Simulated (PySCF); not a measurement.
SMILES C#C[SiH2]C(=O)O at its B3LYP/def2-SVP optimised geometry (Å):

```
10

C      1.9686    -0.1825     0.0000
C      0.7512    -0.1825     0.0000
Si    -1.0803    -0.1900    -0.0030
C     -1.8464     1.2973     0.9652
O     -3.0438     1.4211     1.0617
O     -0.9733     2.1642     1.5091
H      3.0438    -0.1790     0.0021
H     -1.5981    -0.0924    -1.3926
H     -1.5959    -1.4211     0.6501
H     -1.4988     2.8544     1.9593
```

Level of theory: B3LYP/def2-TZVP (PySCF). Cells within 0.4 Å of a nucleus heavier than hydrogen are left out (blank, or x).

Map of the deformation density (molecule minus spherical neutral atoms) (e/bohr³) on the plane z = 0.0 Å:

```
|1111111111111111111111111111111|
|1111111111111111111111111111111|
|1111111111111111111111111111111|
|1111111111111111111111111111111|
|1111111111111111111111111111111|
|1111111111111111111111111111111|
|1111111111111111111111111111111|
|1111111111111111111111111111111|
|1111111111111111111111111111111|
|1111111110001111111111111111111|
|1111111110000011111111111111111|
|1111111100000001111111111111111|
|1111111100111000111111111111111|
|1111111100121001101110000111111|
|1111111000011012103410210011111|
|111111100000xx256xx9xx750001111|
|111111110000xx256xx9xx650001111|
|1111111100121012103410110011111|
|1111111111221001101110000111111|
|1111111111121100111111111111111|
|1111111111111111111111111111111|
|1111111111111111111111111111111|
|1111111111111111111111111111111|
|1111111111111111111111111111111|
|1111111111111111111111111111111|
|1111111111111111111111111111111|
|1111111111111111111111111111111|
|1111111111111111111111111111111|
|1111111111111111111111111111111|
|1111111111111111111111111111111|
|1111111111111111111111111111111|
```
Scale: ten equal steps from -0.019 (start of '0') to 0.128 (end of '9'), in the order '0123456789'; x runs from -5.50 to 5.50, y from -5.50 (bottom) to 5.50 (top).
